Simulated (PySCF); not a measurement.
Run record: geometry optimisation, SbH2Cl (`[H][Sb]([H])[Cl]`).

Method: PBE0-D3(BJ)/def2-SVP geometry optimisation, gas phase, def2 core potentials past Kr (PySCF 2.14.0). Start geometry: GFN2-xTB. A driver script takes a list of jobs; this job's settings line and coordinates (Å) are shown.

Input:
```
{"job": {"xc": "PBE0", "basis": "def2-SVP", "d3": "d3bj", "grid": 1, "maxiter": 30, "shake": 0.03, "kind": "geom"}, "charge": 0, "multiplicity": 1}
Sb     0.119120     0.037140     0.826720
H      1.434680     0.107360    -0.170350
H     -0.630630     1.331420    -0.214230
Cl    -0.839880    -1.566360    -0.472610
```

**Question.** Estimate the output.

**Answer.** 
```
step   0  E = -701.36192836  max force = 0.039975
step   1  E = -701.37041290  max force = 0.003459
step   2  E = -701.37050534  max force = 0.000747
step   3  E = -701.37052600  max force = 0.000824
step   4  E = -701.36997596  max force = 0.005422
step   5  E = -701.37043674  max force = 0.002496
step   6  E = -701.37047503  max force = 0.001784
step   7  E = -701.37056731  max force = 0.000403
step   8  E = -701.37054769  max force = 0.000147
step   9  E = -701.37056438  max force = 0.000171
optimisation converged
```

Energies in Eh; «max force» is the largest Cartesian gradient component in Eh/bohr.

**Question.** Give the first gradient maximum in eV/Å.

**Answer.** With 1 Eh/bohr = 51.422 eV/Å, 2.056 eV/Å.

**Question.** How much energy does the optimisation release, in eV?

**Answer.** E(step 0) − E(last step) = 0.008636 Eh, which is 0.235 eV.

In short: final energy -701.37056 Eh after 9 steps; dipole 2.58 D.

**Question.** Where do the atoms end?

**Answer.** 0.088 Å rms from the input after alignment:
```
atom  x, y, z in Å
Sb1    0.1297    0.1657    0.7661
H2     1.5013    0.1156   -0.2717
H3    -0.6103    1.3273   -0.2645
Cl4   -0.9374   -1.6991   -0.2603
```

On an Intel Xeon Platinum 8488C with one thread, shared host, this took 11 s of wall time and 0.25 GiB of memory at its peak.
Labels such as C1 count atoms from 1, the log's own numbers from 0.
